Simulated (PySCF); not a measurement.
## Electric field gradients and quadrupole coupling constants

Compound: C4H11NO3Si.
Cartesian coordinates in Å at the GFN2-xTB level; atoms count from 1:
```
atom  x, y, z in Å
C1    -2.209   -1.621    0.116
O2    -1.509   -0.436   -0.179
Si3   -0.216    0.261    0.475
O4    -0.033    1.664   -0.310
C5    -1.025    2.638   -0.459
N6     1.324   -0.509    0.091
C7     2.434    0.102   -0.601
C8     1.445   -1.735    0.599
O9     0.561   -2.274    1.232
H10   -2.514   -2.075   -0.827
H11   -3.095   -1.374    0.703
H12   -1.579   -2.310    0.675
H13   -0.302    0.431    1.921
H14   -1.967    2.185   -0.768
H15   -1.180    3.164    0.484
H16   -0.691    3.346   -1.218
H17    2.762   -0.529   -1.430
H18    2.105    1.061   -0.986
H19    3.274    0.257    0.080
H20    2.410   -2.234    0.399
```

Field gradients from the PBE0/pcSseg-1 density (PySCF, non-relativistic), principal values in atomic units, ordered |Vxx| ≤ |Vyy| ≤ |Vzz|:

```
atom      Vxx      Vyy      Vzz
  O2  -0.6074  -1.0928   1.7003
  O4  -0.5192  -1.1924   1.7116
  N6   0.1041   0.5518  -0.6559
  O9   0.7191   0.7776  -1.4967
```

Find the asymmetry η = (Vxx − Vyy)/Vzz and the couplings χ = eQV/h (234.96 MHz × Q in barn × V in au), with Q(17O) = −0.0256 b, Q(14N) = 0.02044 b.

```
atom         environment  nucleus     η  χzz (MHz)  χxx (MHz)  χyy (MHz)
  O2  silyl ether oxygen      17O  0.29     -10.23       3.65       6.57
  O4  silyl ether oxygen      17O  0.39     -10.30       3.12       7.17
  N6      amide nitrogen      14N  0.68     -3.150      0.500      2.650
  O9        amide oxygen      17O  0.04       9.00      -4.33      -4.68
```

The gradient is axial or nearly so (η below 0.05) at O9. 

What is Vzz at O2 in SI units (1 au = 9.71736 × 10²¹ V/m²)?

1.7003 au = 16.522 × 10²¹ V/m².

And the gradient at the other heavy atoms, for which no coupling is worked out here?

```csv
atom,environment,Vzz (au),η
C1,methoxy carbon,0.483,0.17
Si3,oxygen-bound silicon,-0.388,0.43
C5,methoxy carbon,0.429,0.05
C7,N-methyl carbon,0.315,0.23
C8,amide carbonyl carbon,0.440,0.30
```

What couplings would deuterons (Q(2H) = 0.00286 b) have in place of the hydrogens, at this geometry?

```tsv
atom	bonded to	bond length (Å)	Vzz (au)	η	χzz (kHz)
H10	C1	1.091	0.3024	0.08	203
H11	C1	1.092	0.3006	0.08	202
H12	C1	1.088	0.2891	0.08	194
H13	Si3	1.458	0.1614	0.02	108
H14	C5	1.090	0.2984	0.07	200
H15	C5	1.092	0.2992	0.08	201
H16	C5	1.090	0.3031	0.07	204
H17	C7	1.091	0.3021	0.07	203
H18	C7	1.085	0.3057	0.05	205
H19	C7	1.092	0.3001	0.06	202
H20	C8	1.105	0.2752	0.05	185
```

The structure is a single GFN2-xTB conformer in the gas phase; no vibrational or solvent corrections. GFN2-xTB bond lengths can be off by several hundredths of an ångström, more for odd bonds, and the gradients follow them. With so small a basis the couplings can be 20 % off.
